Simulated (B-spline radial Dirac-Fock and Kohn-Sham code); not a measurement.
# Two-hole binding energies of I³⁺

System: the I³⁺ ion, [Kr] 4d10 5s2 5p2.

Input file task.json (cfg lists n, l and occupation; rrms is the nuclear radius in fm):

```json
{"items": [{
  "Z": 53,
  "q": 3,
  "cfg": [[1, 0, 2], [2, 0, 2], [2, 1, 6], [3, 0, 2], [3, 1, 6], [3, 2, 10], [4, 0, 2], [4, 1, 6], [4, 2, 10], [5, 0, 2], [5, 1, 2]],
  "A": 127,
  "rrms": 4.75,
  "do": ["binding", "quiet", "double"]
}]}
```

Command: `python xray_run.py task.json out`

Level of theory: Dirac-Fock ΔSCF + Breit + QED; an atomic code on a B-spline grid. U is the two-hole binding energy less the two single-hole energies, the effective repulsion of the holes after relaxation. Each two-hole energy is an average over J within one jj subconfiguration.

```
          holes  E(a) (eV)  E(b) (eV)  E(ab) (eV)  U (eV)
           1s⁻²    33212.0    33212.0     67293.0   869.0
   1s⁻¹ 3p1/2⁻¹    33212.0      977.5     34265.4    75.9
   1s⁻¹ 3d5/2⁻¹    33212.0      662.9     33940.2    65.3
           2s⁻²     5238.4     5238.4     10620.6   143.9
   2s⁻¹ 2p1/2⁻¹     5238.4     4896.5     10269.8   135.0
        2p1/2⁻²     4896.5     4896.5      9972.1   179.1
2p1/2⁻¹ 3p3/2⁻¹     4896.5      920.8      5880.8    63.5
   2p3/2⁻¹ 3s⁻¹     4601.6     1118.9      5781.8    61.3
2p1/2⁻¹ 3d3/2⁻¹     4896.5      674.4      5635.9    65.0
2p3/2⁻¹ 3d3/2⁻¹     4601.6      674.4      5343.9    67.9
        3p1/2⁻²      977.5      977.5      2007.3    52.2
3p1/2⁻¹ 3p3/2⁻¹      977.5      920.8           ?       ?
4d3/2⁻¹ 4d5/2⁻¹      92.60      90.90       204.3    20.8
        4d5/2⁻²      90.90      90.90       202.3    20.5
```

**Question.** Give the missing two-hole energy and U.

**Answer.** E(ab) = 1945.6 eV and U = 47.3 eV.

Values without a named source are computed, but for edge energies of neutral atoms, which are taken from tables.
